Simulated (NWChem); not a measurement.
# GaHSF2; SMILES [F][Ga]([F])[SH]

```xyz
5

Ga    -0.0138     0.3076     0.0000
F     -1.4453     1.2925     0.0000
F      1.4972     1.1721     0.0000
S     -0.0817    -1.8610     0.0000
H      1.2690    -1.9405     0.0000
```
Atoms are numbered in this order, from 1.

Results from NWChem. Coordinates come from a PBE0/def2-SVP optimisation. Ions are spin-unrestricted doublets at the neutral geometry; other ion states weren't tried.

| level | vertical ionisation energy, ΔSCF (eV) | −ε(HOMO) (eV) | ΔSCF minus −ε(HOMO) (eV) |
|---|---|---|---|
| LRC-wPBEh/aug-cc-pVDZ | 11.11 | 10.52 | 0.59 |
| BHandHLYP/aug-cc-pVDZ | … | … | … |
| PBE0/aug-cc-pVDZ | 11.08 | 8.65 | 2.43 |

Fill in the missing entries.


- BHandHLYP/aug-cc-pVDZ, vertical ionisation energy, ΔSCF (eV): 11.02
- BHandHLYP/aug-cc-pVDZ, −ε(HOMO) (eV): 9.76
- BHandHLYP/aug-cc-pVDZ, ΔSCF minus −ε(HOMO) (eV): 1.26
